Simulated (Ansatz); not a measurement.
Start from `[I][SnH2][I]` and change one atom or group to get `[SnH3][I]`.

Ansatz, PBE0-D4/def2-TZVP geometries, multiplicity 1. 

Elements past krypton have def2 core potentials.

```json
{"property": "HOMO energy (PBE0/def2-TZVPP) / eV", "`[I][SnH2][I]`": "-7.68"}
{"property": "LUMO energy (ωB97M-V/def2-TZVPP) / eV", "`[I][SnH2][I]`": "-0.36"}
{"property": "HOMO energy (ωB97M-V/def2-TZVPP) / eV", "`[I][SnH2][I]`": "-9.75"}
{"property": "HOMO–LUMO gap (B3LYP/def2-TZVPP) / eV", "`[I][SnH2][I]`": "5.02"}
{"property": "HOMO energy (PBE/def2-TZVPP) / eV", "`[I][SnH2][I]`": "-6.58"}
{"property": "HOMO–LUMO gap (ωB97M-V/def2-TZVPP) / eV", "`[I][SnH2][I]`": "9.39"}
```

Problem. What does the change do to each property? (An estimate is asked.)

Solution. Ansatz gave: 
| property | `[SnH3][I]` | shift |
| --- | --- | --- |
| HOMO energy (PBE0/def2-TZVPP) / eV | -7.54 | 0.14 |
| LUMO energy (ωB97M-V/def2-TZVPP) / eV | 0.33 | 0.69 |
| HOMO energy (ωB97M-V/def2-TZVPP) / eV | -9.65 | 0.10 |
| HOMO–LUMO gap (B3LYP/def2-TZVPP) / eV | 5.66 | 0.64 |
| HOMO energy (PBE/def2-TZVPP) / eV | -6.41 | 0.17 |
| HOMO–LUMO gap (ωB97M-V/def2-TZVPP) / eV | 9.98 | 0.59 |

With PBE0 the HOMO rises by 0.14 eV and the LUMO rises by 0.78 eV, so the gap widens by about 0.64 eV. PBE moves the HOMO by 0.17 eV and ωB97M-V by 0.10 eV.

B3LYP here is the variant with VWN-RPA as its local correlation; programs differ in this.

Spin–orbit coupling is left out; it splits and shifts lone-pair levels of the heavy atoms by tenths of an eV.
